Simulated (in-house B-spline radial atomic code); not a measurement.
Configurations of the sulfur ion S⁺, with energies counted from [Ne] 3s2 3p3. Method: non-relativistic BLYP, spin-polarised, spherical fractional occupations, point nucleus. Calculated with an all-electron radial atomic-structure program (B-spline basis). Shells without spins written out take the highest spin.

Occupations are held fixed; configurations that lie above the ionisation limit could autoionise.

```json
{"configuration": "[Ne] 3s2 3p2 4s1", "E - E(ref) (eV)": "13.285", "highest orbital": "4s up", "its <r> (bohr)": "4.331"}
{"configuration": "[Ne] 3s2 3p(2 up, 0 down) 4f(1 up, 0 down)", "E - E(ref) (eV)": "19.591", "highest orbital": "4f up", "its <r> (bohr)": "8.61"}
{"configuration": "[Ne] 3s1 3p3 4s1", "E - E(ref) (eV)": "20.943", "highest orbital": "4s up", "its <r> (bohr)": "4.295"}
{"configuration": "[He] 2s2 2p5 3s2 3p4", "E - E(ref) (eV)": "161.98", "highest orbital": "3p down", "its <r> (bohr)": "1.779"}
{"configuration": "[He] 2s2 2p5 3s2 3p3 4s1", "E - E(ref) (eV)": "174.95", "highest orbital": "4s up", "its <r> (bohr)": "4.156"}
{"configuration": "[He] 2s2 2p(2 up, 3 down) 3s2 3p(0 up, 3 down) 4d(0 up, 1 down)", "E - E(ref) (eV)": "180.16", "highest orbital": "4d down", "its <r> (bohr)": "6.869"}
```

**Question.** Order these further configurations by energy, lowest first.
A. [Ne] 3s2 3p(2 up, 0 down) 4d(1 up, 0 down)
B. [Ne] 3s1 3p3 4f1
C. [Ne] 3s1 3p4
D. [He] 2s2 2p(3 up, 2 down) 3s2 3p(1 up, 2 down) 4p(0 up, 1 down)
E. [Ne] 3s2 3p(1 up, 2 down)

**Answer.** E (1.868 eV), C (10.544 eV), A (18.277 eV), B (27.317 eV), D (180.14 eV).

**Question.** How far above the reference does [Ne] 3s2 3p2 4p1 lie?

**Answer.** 15.546 eV; its least bound orbital is 4p up with <r> = 5.14 bohr.

**Question.** How far above the reference does [He] 2s2 2p5 3s2 3p3 4f1 lie?

**Answer.** 181.7 eV; its least bound orbital is 4f up with <r> = 8.634 bohr.
